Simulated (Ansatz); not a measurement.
Stepwise reaction of `[Br][In]([Br])[Br]` with hydrogen, as a gas-phase model of exchange steps in deposition or etching. ΔE in kJ/mol; ΔG adds harmonic PBE0-D4 terms to CCSD(T)/CBS, at 1 bar.

Gas-phase electronic energies from Ansatz, PBE0-D4/def2-TZVP geometries. CCSD(T)/CBS adds triple-zeta CCSD(T) − MP2 to the extrapolated MP2 energy (def2 sets, frozen cores). This one scheme is used for every species. Functionals use def2-TZVPP. B3LYP here is the variant with VWN-RPA as its local correlation; programs differ in this. def2 core potentials past Kr. For Br, In outer-core shells are correlated without core-valence functions, which leaves a few kJ/mol of doubt a bond. Scalar relativity is left out up to krypton.

```tsv
step	reaction	PBE-D4	B3LYP-D4	ωB97M-V	CCSD(T)/CBS	ΔG(600 K)
1	`[Br][In]([Br])[Br]` + H₂ → `[Br][InH][Br]` + HBr	98.7	102.0	97.5	106.5	89.7
2	`[Br][InH][Br]` + H₂ → `[Br][InH2]` + HBr	112.6	114.9	112.0	120.6	109.6
3	`[Br][InH2]` + H₂ → `[InH3]` + HBr	129.6	131.3	128.4	137.2	131.0
```

Problem. By hand: ΔE of the 3 steps together at CCSD(T)/CBS.

Solution. (106.5) + (120.6) + (137.2) = 364.3 kJ/mol, or 121.4 kJ/mol a step.

In ΔE each step is higher than the one before. All are uphill at CCSD(T)/CBS. ΔG lies between 89.7 and 131.0 kJ/mol a step. PBE-D4 differs from CCSD(T)/CBS by -8.0 to -7.6 kJ/mol a step. Isolated molecules leave out the surface, adducts and barriers. Largest T1 diagnostic: 0.014.
